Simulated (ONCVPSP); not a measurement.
# Varying the ONCV potential for Cd

Base potential:

```json
{
  "Element": "cadmium",
  "Generator": "ONCVPSP 4.0.1",
  "Type": "optimised norm-conserving Vanderbilt (ONCV)",
  "Functional": "LDA (Perdew-Wang 92)",
  "Relativity": "scalar-relativistic",
  "Frozen core": "[Ar] 3d10",
  "Valence charge": "20",
  "Reference configuration": "4s2 4p6 4d10 5s2",
  "Partial waves": "4s+5s: rc 1.25 bohr, ncon 4, nbas 9, qcut 7.8 1/bohr, 2 projectors; 4p: rc 1.50 bohr, ncon 4, nbas 7, qcut 7.8 1/bohr, 2 projectors, debl 0.6 Ha; 4d: rc 1.05 bohr, ncon 4, nbas 7, qcut 9.2 1/bohr, 2 projectors, debl 2.8 Ha",
  "Local potential": "polynomial inside 1.05 bohr (lpopt 5, dvloc0 1 Ha)",
  "Core correction": "none"
}
```

In the p channel the program set the typed energies aside and used -2.462, 0.250 Ha.

All-electron outer shells of the reference configuration (LDA (PZ), scalar-relativistic, ld1.x):

```csv
shell,level (eV),outermost node (bohr),outermost maximum (bohr)
3d,-394.01,–,0.27
4s,-105.84,0.43,0.79
4p,-66.99,0.43,0.84
4d,-11.90,0.42,0.98
5s,-5.96,1.07,2.32
```

Cutoffs, loose and tight: the cutoffs (Ha) at which the residual kinetic energy of the hardest occupied pseudo-wave falls to 1 and 0.1 mHa per electron. They do not see the model core or the augmentation charge, which bear on the density cutoff. Test errors are all-electron minus pseudo excitation energies from the reference, over the configurations 4s2 4p6 4d10 5s1; 4s2 4p6 4d10 5s0; 4s2 4p6 4d9 5s0; 4s2 4p6 4d9 5s2 5p1. A dash means not determined; rows that change the core or the reference have their own tests.

A true bound ghost makes a file unfit for plane-wave use even where its test errors are small: the radial tests pick states by their node count and pass the ghost by.

```tsv
change	outcome	cutoff, loose	cutoff, tight	bound ghosts	GHOST(+) flags above zero	largest test error (meV)
base	generated, projector energies reset by the program	39 Ha	97 Ha	none	s	-8.4
d: qcut 11.6	generated, projector energies reset by the program	42 Ha	97 Ha	none	s	-8.4
s: qcut 7; p: qcut 7; d: qcut 8.3	generated, projector energies reset by the program	40 Ha	144 Ha	none	s	-9.1
```

Question: What comes out with this change to the base: core [Kr], valence charge 12; reference 4d10 5s2; waves now 5s: rc 2.40 bohr, ncon 5, nbas 9, qcut 3.2 1/bohr, 1 projector; p scattering state at 0.03 Ha: rc 2.60 bohr, ncon 5, nbas 8, qcut 2.9 1/bohr, 3 projectors, debl 1 Ha; 4d: rc 1.60 bohr, ncon 4, nbas 8, qcut 8.8 1/bohr, 3 projectors, debl 1.4 Ha; local potential polynomial inside 1.55 bohr (lpopt 5, dvloc0 2 Ha)?

Answer: outcome: generated, projector energies reset by the program; cutoff, loose: 30 Ha; cutoff, tight: 35 Ha; bound ghosts: s, p; GHOST(+) flags above zero: p; largest test error (meV): 4 of 4 tests not solved or not reliable.

Question: What comes out with this change to the base: d: ncon 3, nbas 6?

Answer: outcome: generated, projector energies reset by the program; cutoff, loose: 38 Ha; cutoff, tight: 97 Ha; bound ghosts: none; GHOST(+) flags above zero: s; largest test error (meV): -9.7.

Question: What comes out with this change to the base: p: qcut 12?

Answer: outcome: generated, projector energies reset by the program; cutoff, loose: 40 Ha; cutoff, tight: 97 Ha; bound ghosts: none; GHOST(+) flags above zero: s; largest test error (meV): -9.0.
